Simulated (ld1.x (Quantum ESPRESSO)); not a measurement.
**LDA (PZ) TM semilocal dataset for fluorine (F), non-relativistic all-electron reference.**

The input file (ld1.x (Quantum ESPRESSO) 7.5):

```
&input
   title='F', zed=9., rel=0, dft='PZ', iswitch=3,
   config='[He] 2s2 2p5 3d-2',
   nld=3, rlderiv=2.00, eminld=-4.0, emaxld=5.0, deld=0.02
 /
 &inputp
   pseudotype=1, tm=.true., lloc=1,
   nlcc=.true.,
   file_pseudopw='F.pp', file_wfcaegen='ae.wfc', file_wfcncgen='nc.wfc'
 /
3
2S  1  0   2.00   0.00  0.65  0.65  0.0
3D  3  2  -2.00   0.05  1.45  1.45  0.0
2P  2  1   5.00   0.00  1.85  1.85  0.0
 &test
   configts(1)='2s2 2p5'
 /
```

Command:

```bash
ld1.x < F.in > F.out
```

The program printed (shortened: banner, matrices, multipoles, cross overlaps and the repeated all-electron block are left out):

```
Program LD1 v.7.5
     --------------------------- All-electron run ----------------------------

     F

     atomic number is  9.00
     dft =PZ   lsd =0 sic =0 latt =0  beta=0.20 tr2=1.0E-14
     Exchange-correlation= PZ
                           (   1   1   0   0   0   0   0)
     mesh =1105 r(mesh) =  99.76081 a.u. xmin = -7.00 dx = 0.01250
     1 Ry =  13.60569312 eV

     n l     nl                  e(Ry)          e(Ha)          e(eV)
     1 0     1S 1( 2.00)       -48.3801       -24.1900      -658.2447
     2 0     2S 1( 2.00)        -2.1732        -1.0866       -29.5679
     2 1     2P 1( 5.00)        -0.8309        -0.4154       -11.3043

     final scf error:  2.2E-15 reached in  39 iterations

     Etot =    -198.189295 Ry,     -99.094647 Ha,   -2696.502724 eV

     Ekin =     197.344485 Ry,      98.672242 Ha,    2685.008498 eV
     Encl =    -475.358722 Ry,    -237.679361 Ha,   -6467.584895 eV
     Eh   =      99.057948 Ry,      49.528974 Ha,    1347.752037 eV
     Exc  =     -19.233005 Ry,      -9.616503 Ha,    -261.678364 eV

     normalization and overlap integrals

     s(1S/1S) =  1.000000  <r> =   0.1775  <r2> =    0.0425  r(max) =   0.1154
     s(2S/2S) =  1.000000  <r> =   1.0115  <r2> =    1.2493  r(max) =   0.7713
     s(2P/2P) =  1.000000  <r> =   1.1047  <r2> =    1.6357  r(max) =   0.7066

     ------------------------ End of All-electron run ------------------------

     --------------------- Generating NC pseudopotential ---------------------

      Generating local pot.: lloc=1, matching radius rcloc =   1.8500

      Computing core charge for nlcc:

       r > 0.28 : true rho core
       r < 0.28 : rho core = a sin(br)/r    a=  19.42  b=   8.92

      Integrated core pseudo-charge :   0.94

      Wfc   2S  rcut= 0.656  Using Troullier-Martins method

      Wfc   3D  rcut= 1.459  Using Troullier-Martins method

     ------------------- End of pseudopotential generation -------------------

     Computing logarithmic derivative in   2.00681
     Computing logarithmic derivative in   2.00681
     Computing the partial wave expansion
     R is outside the sphere for l=    0 j= 0.00
       no projector for channel:   1
     R is outside the sphere for l=    2 j= 0.00

     ---------------------- Testing the pseudopotential ----------------------

     F

     atomic number is  9.00   valence charge is  7.00
     dft =PZ   lsd =0 sic =0 latt =0  beta=0.20 tr2=1.0E-14
     mesh =1105 r(mesh) =  99.76081 xmin = -7.00 dx = 0.01250

     n l     nl             e AE (Ry)        e PS (Ry)    De AE-PS (Ry)
     1 0     2S   1( 2.00)       -2.17320       -2.17320       -0.00000
     2 1     2P   1( 5.00)       -0.83085       -0.83085       -0.00000

     eps = 9.5E-15  iter = 23

     Etot =    -198.189295 Ry,     -99.094647 Ha,   -2696.502724 eV
     Etotps =   -49.094412 Ry,     -24.547206 Ha,    -667.963498 eV

     Ekin =      29.251642 Ry,      14.625821 Ha,     397.988861 eV
     Encl =    -112.619767 Ry,     -56.309884 Ha,   -1532.269995 eV
     Ehrt =      40.678935 Ry,      20.339467 Ha,     553.465105 eV
     Ecxc =     -11.278158 Ry,      -5.639079 Ha,    -153.447150 eV
     (Ecc =      -2.442060 Ry,      -1.221030 Ha,     -33.225922 eV)
     Epseu=       4.872937 Ry,       2.436468 Ha,      66.299681 eV

     ---------------------- End of pseudopotential test ----------------------
```

Generation and configuration tests took about 1.6 s on one core of a shared server CPU.

Transferability test of the new file with ld1.x, input:

```
&input
   title='F', zed=9., rel=0, dft='PZ', iswitch=2,
   config='[He] 2s2 2p5 3d-2'
 /
 &test
   file_pseudo='F.pp', nconf=10,
   configts(1)='2s2 2p5',
   configts(2)='2s2 2p4',
   configts(3)='2s2 2p3',
   configts(4)='2s2 2p2',
   configts(5)='2s2 2p4.5',
   configts(6)='2s1 2p5',
   configts(7)='2s1 2p6',
   configts(8)='2s2 2p5.3',
   configts(9)='2s2 2p5', lsdts(9)=1,
   configts(10)='2s2 2p4', lsdts(10)=1
 /
```

```bash
ld1.x < F.test.in > F.test.out
```

Pseudopotential blocks of its output, shortened (energy terms left out):

```
     ---------------------- Testing the pseudopotential ----------------------

     n l     nl             e AE (Ry)        e PS (Ry)    De AE-PS (Ry)
     1 0     2S   1( 2.00)       -2.17320       -2.17320       -0.00000
     2 1     2P   1( 5.00)       -0.83085       -0.83085       -0.00000

     eps = 4.4E-15  iter = 16

     Etot =    -198.189295 Ry,     -99.094647 Ha,   -2696.502724 eV
     Etotps =   -49.094411 Ry,     -24.547206 Ha,    -667.963496 eV

     ---------------------- End of pseudopotential test ----------------------

          ---------------------- Testing the pseudopotential ----------------------

     n l     nl             e AE (Ry)        e PS (Ry)    De AE-PS (Ry)
     1 0     2S   1( 2.00)       -3.45334       -3.46635        0.01301  !
     2 1     2P   1( 4.00)       -2.09212       -2.08481       -0.00731  !

     eps = 2.6E-15  iter = 11

     Etot =    -196.751185 Ry,     -98.375593 Ha,   -2676.936245 eV
     Etotps =   -47.657545 Ry,     -23.828773 Ha,    -648.413937 eV
     dEtot_ae =       1.438110 Ry
     dEtot_ps =       1.436866 Ry,   Delta E=       0.001244 Ry

     ---------------------- End of pseudopotential test ----------------------

          ---------------------- Testing the pseudopotential ----------------------

     n l     nl             e AE (Ry)        e PS (Ry)    De AE-PS (Ry)
     1 0     2S   1( 2.00)       -4.96173       -4.96593        0.00421
     2 1     2P   1( 3.00)       -3.61021       -3.55062       -0.05959  !

     eps = 1.2E-15  iter = 11

     Etot =    -193.919851 Ry,     -96.959925 Ha,   -2638.413980 eV
     Etotps =   -44.854668 Ry,     -22.427334 Ha,    -610.278842 eV
     dEtot_ae =       4.269444 Ry
     dEtot_ps =       4.239744 Ry,   Delta E=       0.029700 Ry

     ---------------------- End of pseudopotential test ----------------------

          ---------------------- Testing the pseudopotential ----------------------

     n l     nl             e AE (Ry)        e PS (Ry)    De AE-PS (Ry)
     1 0     2S   1( 2.00)       -6.66197       -6.61666       -0.04531  !
     2 1     2P   1( 2.00)       -5.35364       -5.17023       -0.18341  !

     eps = 4.6E-16  iter =  9

     Etot =    -189.455764 Ry,     -94.727882 Ha,   -2577.676987 eV
     Etotps =   -40.505253 Ry,     -20.252626 Ha,    -551.102038 eV
     dEtot_ae =       8.733531 Ry
     dEtot_ps =       8.589159 Ry,   Delta E=       0.144372 Ry

     ---------------------- End of pseudopotential test ----------------------

          ---------------------- Testing the pseudopotential ----------------------

     n l     nl             e AE (Ry)        e PS (Ry)    De AE-PS (Ry)
     1 0     2S   1( 2.00)       -2.78135       -2.78913        0.00778  !
     2 1     2P   1( 4.50)       -1.42647       -1.42644       -0.00003

     eps = 6.0E-16  iter = 14

     Etot =    -197.628063 Ry,     -98.814032 Ha,   -2688.866784 eV
     Etotps =   -48.532980 Ry,     -24.266490 Ha,    -660.324827 eV
     dEtot_ae =       0.561231 Ry
     dEtot_ps =       0.561432 Ry,   Delta E=      -0.000201 Ry

     ---------------------- End of pseudopotential test ----------------------

          ---------------------- Testing the pseudopotential ----------------------

     n l     nl             e AE (Ry)        e PS (Ry)    De AE-PS (Ry)
     1 0     2S   1( 1.00)       -3.46579       -3.50524        0.03945  !
     2 1     2P   1( 5.00)       -2.09875       -2.12048        0.02172  !

     eps = 6.3E-16  iter = 14

     Etot =    -195.387047 Ry,     -97.693523 Ha,   -2658.376199 eV
     Etotps =   -46.274390 Ry,     -23.137195 Ha,    -629.595156 eV
     dEtot_ae =       2.802248 Ry
     dEtot_ps =       2.820021 Ry,   Delta E=      -0.017773 Ry

     ---------------------- End of pseudopotential test ----------------------

          ---------------------- Testing the pseudopotential ----------------------

     n l     nl             e AE (Ry)        e PS (Ry)    De AE-PS (Ry)
     1 0     2S   1( 1.00)       -2.20836       -2.21880        0.01044  !
     2 1     2P   1( 6.00)       -0.86044       -0.87154        0.01110  !

     eps = 9.0E-15  iter = 14

     Etot =    -196.844158 Ry,     -98.422079 Ha,   -2678.201210 eV
     Etotps =   -47.749585 Ry,     -23.874792 Ha,    -649.666198 eV
     dEtot_ae =       1.345136 Ry
     dEtot_ps =       1.344827 Ry,   Delta E=       0.000310 Ry

     ---------------------- End of pseudopotential test ----------------------

          ---------------------- Testing the pseudopotential ----------------------

     n l     nl             e AE (Ry)        e PS (Ry)    De AE-PS (Ry)
     1 0     2S   1( 2.00)       -1.84394       -1.83945       -0.00449
     2 1     2P   1( 5.30)       -0.51140       -0.50981       -0.00159

     eps = 8.1E-15  iter = 13

     Etot =    -198.389859 Ry,     -99.194930 Ha,   -2699.231543 eV
     Etotps =   -49.294749 Ry,     -24.647375 Ha,    -670.689232 eV
     dEtot_ae =      -0.200564 Ry
     dEtot_ps =      -0.200338 Ry,   Delta E=      -0.000227 Ry

     ---------------------- End of pseudopotential test ----------------------

          ---------------------- Testing the pseudopotential ----------------------

     n l     nl             e AE (Ry)        e PS (Ry)    De AE-PS (Ry)
     1 0     2S   1( 1.00)       -2.22527       -2.22664        0.00137
     2 1     2P   1( 3.00)       -0.88166       -0.88039       -0.00127
     1 0     2S   2( 1.00)       -2.11042       -2.10955       -0.00086
     2 1     2P   2( 2.00)       -0.77012       -0.77228        0.00216

     eps = 3.5E-15  iter = 16

     Etot =    -198.217165 Ry,     -99.108583 Ha,   -2696.881921 eV
     Etotps =   -49.121412 Ry,     -24.560706 Ha,    -668.330855 eV
     dEtot_ae =      -0.027871 Ry
     dEtot_ps =      -0.027000 Ry,   Delta E=      -0.000870 Ry

     ---------------------- End of pseudopotential test ----------------------

          ---------------------- Testing the pseudopotential ----------------------

     n l     nl             e AE (Ry)        e PS (Ry)    De AE-PS (Ry)
     1 0     2S   1( 1.00)       -3.56001       -3.57796        0.01795  !
     2 1     2P   1( 3.00)       -2.20170       -2.19223       -0.00948  !
     1 0     2S   2( 1.00)       -3.29491       -3.30707        0.01216  !
     2 1     2P   2( 1.00)       -1.93070       -1.93272        0.00202

     eps = 5.1E-15  iter = 12

     Etot =    -196.885877 Ry,     -98.442939 Ha,   -2678.768829 eV
     Etotps =   -47.786239 Ry,     -23.893119 Ha,    -650.164901 eV
     dEtot_ae =       1.303417 Ry
     dEtot_ps =       1.308173 Ry,   Delta E=      -0.004755 Ry

     ---------------------- End of pseudopotential test ----------------------
```
